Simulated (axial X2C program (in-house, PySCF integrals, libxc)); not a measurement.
Low determinants of TiH⁺ at the PBE0 level, 2c

Calculated with an axial X2C code built on PySCF integrals. Two-component (2c) means X2C with spin–orbit coupling and atomic mean-field two-electron Coulomb and Gaunt terms. Basis: Ti dyall-cv3z [10s10p6d4f2g], H dyall-v3z [6s2p1d] (cores contracted in-house); Gaussian nuclei, density fitting, unrestricted open shells. Masses: Ti 47.948 u, H 1.008 u.

Search at 1.680 Å (vertical energies from the lowest determinant):

```json
{"ΔE (eV)": "0.00", "state": "Ω = 2", "electrons beyond evenly filled partner blocks": "ω = 1/2, ω = 3/2", "electrons in ±ω = 1/2, 3/2, 5/2, 7/2": "17 5 0 0"}
{"ΔE (eV)": "0.04", "state": "Ω = 4", "electrons beyond evenly filled partner blocks": "ω = 3/2, ω = 5/2", "electrons in ±ω = 1/2, 3/2, 5/2, 7/2": "16 5 1 0"}
{"ΔE (eV)": "0.07", "state": "Ω = 1", "electrons beyond evenly filled partner blocks": "ω = -1/2, ω = 3/2", "electrons in ±ω = 1/2, 3/2, 5/2, 7/2": "17 5 0 0"}
{"ΔE (eV)": "0.17", "state": "Ω = 2", "electrons beyond evenly filled partner blocks": "ω = -1/2, ω = 5/2", "electrons in ±ω = 1/2, 3/2, 5/2, 7/2": "17 4 1 0"}
{"ΔE (eV)": "0.27", "state": "Ω = 1", "electrons beyond evenly filled partner blocks": "ω = -3/2, ω = 5/2", "electrons in ±ω = 1/2, 3/2, 5/2, 7/2": "16 5 1 0"}
{"ΔE (eV)": "0.28", "state": "Ω = 3", "electrons beyond evenly filled partner blocks": "ω = 1/2, ω = 5/2", "electrons in ±ω = 1/2, 3/2, 5/2, 7/2": "17 4 1 0"}
{"ΔE (eV)": "1.16", "state": "Ω = 1", "electrons beyond evenly filled partner blocks": "2 × ω = 1/2", "electrons in ±ω = 1/2, 3/2, 5/2, 7/2": "18 4 0 0"}
```

Lowest determinant, Ω = 2 (⟨Sz⟩ = -1.00, ⟨Lz⟩ = 3.00 at PBE0): Re = 1.695 Å, ωe = 1764.9 cm⁻¹.

The determinant in row 2 of the search, Ω = 4 (⟨Sz⟩ = 1.00, ⟨Lz⟩ = 3.00 at PBE0), was followed along the bond at PBE0; measured from the minimum of the lowest determinant it gives:

Te = 0.042 eV (335 cm⁻¹), Re = 1.695 Å, ωe = 1765.5 cm⁻¹.

(1) Compare the bond of the determinant in row 2 with that of the lowest one.

The search compares states at one distance, so a state with another bond length can lie lower; it is not exhaustive and yields mostly the lowest determinant of each block pattern, so other components and higher states of one pattern are missing. These are energies of single determinants, not of spin-adapted states; PBE0 term energies can be off by some tenths of an eV, and the functional has no current term. Open-shell Ω = 0 determinants with evenly filled partner blocks cannot be reached by this program, so the Ω shown need not be the lowest component. The lowest determinant need not be the ground state where others lie within half an eV.

## Answers

(1) At PBE0 its Re is the same within 0.001 Å and its force constant, which goes as ωe², is 1.00 times that of the lowest determinant. T0 ≈ Te + Δωe/2 = 335 + (0) = 335 cm⁻¹.
